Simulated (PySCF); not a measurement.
Job file and geometry (Å, from GFN2-xTB) of an NMR shielding run on `BP[SiH2]OC`, CH8BOPSi, GIAO PBE0/pcSseg-1 NMR shielding, non-relativistic, gas phase in PySCF 2.14.0, density-fitted response routines; density fitting, a coarse starting grid and PySCF grid level 2 are the driver's defaults:

```
$ OMP_NUM_THREADS=1 python probes_run.py task.json out

{"job": {"kind": "nmr", "xc": "PBE0", "basis": "pcSseg-1"}, "charge": 0, "multiplicity": 1}
B     -2.701718     0.233794    -0.206530
P     -1.493550    -0.506590    -1.363172
Si     0.385582    -0.883504    -0.251531
O      0.943980     0.623406    -0.092870
C      2.128040     1.051875     0.507349
H     -3.782537    -0.201624    -0.107711
H     -2.415207     1.233806     0.328961
H     -1.917184    -1.812309    -1.498801
H      1.262221    -1.716437    -1.083824
H      0.263398    -1.542632     1.060084
H      2.126410     0.818661     1.574125
H      2.993840     0.570774     0.047796
H      2.202336     2.131266     0.375150
```

**Question.** What does the program print?

**Answer.** 
```
coarse grid: 11472 points
cycle   1  E = -773.2577464227  dE =  3.790e-01  |g| = 6.476e-01  |ddm| = 3.095e+00
cycle   2  E = -773.1259626558  dE =  1.318e-01  |g| = 1.055e+00  |ddm| = 1.532e+00
cycle   3  E = -773.3370712983  dE = -2.111e-01  |g| = 6.260e-02  |ddm| = 1.075e+00
cycle   4  E = -773.3377130294  dE = -6.417e-04  |g| = 2.630e-02  |ddm| = 8.533e-02
cycle   5  E = -773.3379282224  dE = -2.152e-04  |g| = 6.883e-03  |ddm| = 4.100e-02
cycle   6  E = -773.3379439305  dE = -1.571e-05  |g| = 1.852e-03  |ddm| = 1.112e-02
cycle   7  E = -773.3379449606  dE = -1.030e-06  |g| = 3.215e-04  |ddm| = 2.877e-03
final grid: 100456 points
cycle   8  E = -773.3761514723  dE = -2.123e-05  |g| = 8.526e-03  |ddm| = 1.955e-02
cycle   9  E = -773.3761397806  dE =  1.169e-05  |g| = 1.174e-02  |ddm| = 1.248e-02
cycle  10  E = -773.3761653800  dE = -2.560e-05  |g| = 1.077e-03  |ddm| = 8.214e-03
cycle  11  E = -773.3761656258  dE = -2.457e-07  |g| = 1.692e-04  |ddm| = 1.093e-03
cycle  12  E = -773.3761656335  dE = -7.699e-09  |g| = 5.169e-05  |ddm| = 2.611e-04
cycle  13  E = -773.3761656342  dE = -7.778e-10  |g| = 1.753e-05  |ddm| = 9.733e-05
converged SCF energy = -773.3761656342

GIAO shielding tensors (ppm)
atom      isotropic    diamagn.    paramagn.     s11        s22        s33       span
  0 B       12.413     196.360    -183.947    -96.293    -14.225    147.758    244.051
  1 P      487.371     971.114    -483.743    362.641    514.365    585.107    222.466
  2 Si     371.416     881.185    -509.770    314.595    336.048    463.604    149.009
  3 O      342.356     400.070     -57.714    298.561    354.309    374.200     75.639
  4 C      131.860     241.283    -109.423    104.220    105.796    185.565     81.344
  5 H       22.765      29.337      -6.572     13.442     26.976     27.877     14.435
  6 H       23.195      30.589      -7.394     13.387     27.084     29.114     15.727
  7 H       29.122      31.326      -2.205     24.504     26.613     36.248     11.744
  8 H       26.438      29.943      -3.505     23.164     24.891     31.257      8.092
  9 H       26.227      30.542      -4.315     22.895     25.069     30.716      7.821
 10 H       27.980      28.637      -0.657     23.959     25.648     34.333     10.373
 11 H       28.009      27.825       0.184     23.989     25.682     34.356     10.367
 12 H       27.567      27.875      -0.308     23.314     25.368     34.018     10.703
```

Size and cost of the density-fitted run: 139 basis functions, 18 s wall time on 1 thread of an Arm Neoverse V1, shared host; peak memory 0.68 GiB.
